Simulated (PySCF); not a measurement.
Identify the unknown among the candidates.

All candidates are C8H17N.

| technique | computed result |
| --- | --- |
| 13C NMR | chemical shifts (computed TMS as zero) by class: 55.5 (2 C), 52.8 (1 C), 25.1 (3 C), 24.2 (1 C), 22.0 (1 C) ppm [GIAO PBE0/pcSseg-1] |
| NMR, other nuclei | isotropic shieldings of nuclei other than C and H, by class: 221 (1 N) ppm [GIAO PBE0/pcSseg-1] |
| Rotational structure | rotational constants A, B, C: 2.975, 1.023, 0.985 GHz [GFN2-xTB] |
| Dipole | 0.76 D [PBE0/pcSseg-1] |
| 1H NMR | chemical shifts (computed TMS as zero) by class: 3.58 (2 H), 2.91 (2 H), 2.42 (1 H), 1.06 (3 H), 0.93 (9 H) ppm [GIAO PBE0/pcSseg-1] |

Electronic properties: PySCF, gas phase, density fitting. Levels stand in brackets. Geometry: GFN2-xTB, one conformer, isolated molecule. Each NMR value is the plain mean over a class of atoms that symmetry, rotation or inversion makes alike.

Question: Which candidate is it?
A. `CC1CN(C(C)(C)C)C1`
B. `CC/C(C)=C(/C)N(C)C`
C. `C=CC[C@@H](C)[C@H](C)CN`
D. `CC(C)(C)[C@@H]1CC[C@@H]1N`

Answer: A. It is `CC1CN(C(C)(C)C)C1`. Numbering: `[CH3:1][CH:2]1[CH2:3][N:4]([C:5]([CH3:6])([CH3:7])[CH3:8])[CH2:9]1`. Its formula, C8H17N, gives 1 degree of unsaturation: 1 ring and 0 π bonds in the structure found. 8 carbons fall into 5 classes; from least to most shielded: ring sp3 carbon bound to nitrogen [C3/C9] (55.5 ppm, 2 C), chain sp3 carbon bound to nitrogen [C5] (52.8 ppm), methyl carbon [C6/C7/C8] (25.1 ppm, 3 C, up to 14.3 ppm apart in this geometry), four-membered-ring carbon [C2] (24.2 ppm), methyl carbon [C1] (22.0 ppm). Hydrogen classes from least to most shielded: 2 H on 2 like atoms (sp3 carbon bound to nitrogen), C3/C9 (3.58 ppm), 2 H on 2 like atoms (sp3 carbon bound to nitrogen), C3/C9 (2.91 ppm), 1 H on a four-membered-ring carbon, C2 (2.42 ppm), 3 H on a methyl carbon, C1 (1.06 ppm), 9 H on 3 methyl carbons, C6/C7/C8 (0.93 ppm, a mean of values up to 0.7 ppm apart in this geometry). The other shieldings belong to: 221 ppm, tertiary amine nitrogen [N4]. The optimised geometry has point group Cs and is an asymmetric top.

The others, at the same levels:
- `CC/C(C)=C(/C)N(C)C` fails: it has 7 carbon classes against 5; its computed 13C shifts are 147.6 (1 C), 140.8 (1 C), 44.8 (2 C), 31.4 (1 C), 19.2 (1 C), 15.5 (1 C), 9.9 (1 C) ppm, 1H shifts are 2.66 (2 H), 2.34 (6 H), 1.70 (3 H), 1.56 (3 H), 0.98 (3 H) ppm and rotational constant A is 2.071 GHz (against 2.975 GHz).
- `CC(C)(C)[C@@H]1CC[C@@H]1N` fails: it has 6 carbon classes against 5; its computed 13C shifts are 55.8 (1 C), 49.5 (1 C), 34.8 (1 C), 33.7 (1 C), 28.4 (3 C), 20.5 (1 C) ppm, 1H shifts are 3.50 (1 H), 2.43 (1 H), 2.21 (1 H), 2.08 (1 H), 1.84 (1 H), 1.16 (1 H), 1.07 (9 H), 0.84 (2 H) ppm and rotational constant A is 2.343 GHz (against 2.975 GHz).
- `C=CC[C@@H](C)[C@H](C)CN` fails: it has 8 carbon classes against 5; its computed 13C shifts are 148.6 (1 C), 121.6 (1 C), 54.3 (1 C), 48.0 (1 C), 47.6 (1 C), 45.1 (1 C), 14.2 (1 C), 12.3 (1 C) ppm, 1H shifts are 6.47 (1 H), 5.38 (1 H), 5.29 (1 H), 3.12 (1 H), 2.55 (1 H), 2.21 (1 H), 1.93 (1 H), 1.24 (1 H), 1.12 (3 H), 1.09 (1 H), 0.82 (3 H), 0.49 (2 H) ppm and smallest rotational constant is 0.708 GHz (against 0.985 GHz).

Each candidate is one conformer, not necessarily the lowest. Dipoles, sizes and rotational constants follow the conformer. The torsions of the flexible species, by atom-mapped SMILES:
- `[CH3:1][CH:2]1[CH2:3][N:4]([C:5]([CH3:6])([CH3:7])[CH3:8])[CH2:9]1`: C3–N4–C5–C6 63°
- `[CH3:1][CH2:2]/[C:3]([CH3:4])=[C:5](/[CH3:6])[N:7]([CH3:8])[CH3:9]`: C1–C2–C3–C4 71°, C3–C5–N7–C8 101°
- `[CH3:1][C:2]([CH3:3])([CH3:4])[C@@H:5]1[CH2:6][CH2:7][C@@H:8]1[NH2:9]`: C1–C2–C5–C6 -67°, H–N9–C8–C7 81°, H–N9–C8–C7 -37°

The conformers of `C=CC[C@@H](C)[C@H](C)CN` aren't listed.
